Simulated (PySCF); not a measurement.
An unknown is described by computed data only.

Formula: C2H11NOSi2.

| Property | Result |
| --- | --- |
| NMR, other nuclei | isotropic shieldings of nuclei other than C and H, by class: 256 (1 N), 316 (1 O), 415 (1 Si), 415 (1 Si) ppm [GIAO HF/pcSseg-1] |
| UV, strongest line | among the 10 lowest singlet transitions: S8 at 8.02 eV (155 nm, f = 0.075) [TDDFT CAM-B3LYP/def2-SVPD] |
| 13C NMR | chemical shifts (computed TMS as zero) by class: 27.7 (1 C), -7.2 (1 C) ppm [GIAO HF/pcSseg-1] |
| Valence photoelectron | vertical ionisation energy: 9.44 eV [ΔSCF CAM-B3LYP/def2-SVPD] |
| 1H NMR | chemical shifts (computed TMS as zero) by class: 6.00 (1 H), 4.50 (2 H), 4.34 (2 H), 2.44 (3 H), -0.14 (1 H), -0.30 (2 H) ppm [GIAO HF/pcSseg-1] |
| Polarisability | 88.8 au [CAM-B3LYP/def2-SVPD] |
| UV, first state | lowest singlet excitation: 6.40 eV (194 nm, f = 0.002) [TDDFT CAM-B3LYP/def2-SVPD] |
| Dipole | 2.91 D [CAM-B3LYP/def2-SVPD] |
| Rotational structure | rotational constants A, B, C: 3.022, 1.641, 1.241 GHz [PBE0-D3(BJ)/def2-SVP] |

The electronic properties come from PySCF, for the isolated species, density fitting. Levels stand in brackets. Isolated species at its PBE0-D3(BJ)/def2-SVP geometry (one conformer only). NMR classes are plain means over equivalent atoms (diastereotopic ones count apart unless rotation or inversion swaps them), as if these changed places fast.

Question: Propose a structure and show how it fits.

Answer: Numbering: `[CH3:1][NH:2][SiH2:3][CH2:4][SiH2:5][OH:6]`. Its formula, C2H11NOSi2, gives 0 degrees of unsaturation, so no ring and no π bond. 2 carbons fall into 2 classes; from least to most shielded: N-methyl carbon [C1] (27.7 ppm), sp3 carbon bound to silicon [C4] (-7.2 ppm). Hydrogen classes from least to most shielded: 1 H on a silanol oxygen, O6 (6.00 ppm), 2 H on an oxygen-bound silicon, Si5 (4.50 ppm), 2 H on an SiH2 silicon, Si3 (4.34 ppm), 3 H on an N-methyl carbon, C1 (2.44 ppm), 1 H on a silicon-bound nitrogen, N2 (-0.14 ppm), 2 H on an sp3 carbon bound to silicon, C4 (-0.30 ppm, a mean of values up to 1.1 ppm apart in this geometry). The other shieldings belong to: 256 ppm, silicon-bound nitrogen [N2]; 316 ppm, silanol oxygen [O6]; 415 ppm, SiH2 silicon [Si3]; 415 ppm, oxygen-bound silicon [Si5]. The first electron is taken from the HOMO, whose largest Löwdin shares are 0.48 on the silicon-bound nitrogen, 0.09 on the N-methyl carbon, 0.09 on the SiH2 silicon and 0.07 on an Si–H hydrogen. The optimised geometry has point group C1 and is an asymmetric top. Structure: `CN[SiH2]C[SiH2]O`. Computed isomers that give other values at the same levels: `CN(C)[SiH2]O[SiH3]` (13C chemical shifts (computed TMS as zero) by class: 35.7 (2 C) ppm); `N[SiH2]CC[SiH2]O` (13C chemical shifts (computed TMS as zero) by class: 9.9 (1 C), 6.7 (1 C) ppm); `COC[SiH2][SiH2]N` (rotational constant A: 4.403 GHz; this holds for the one conformer computed). The assignments are read from this structure; whether some other isomer fits the data as well wasn't checked.

Shape of the structure used: `[CH3:1][NH:2][SiH2:3][CH2:4][SiH2:5][OH:6]`: C1–N2–Si3–C4 69°, N2–Si3–C4–Si5 52°, Si3–C4–Si5–O6 -45°, H–O6–Si5–C4 29°.
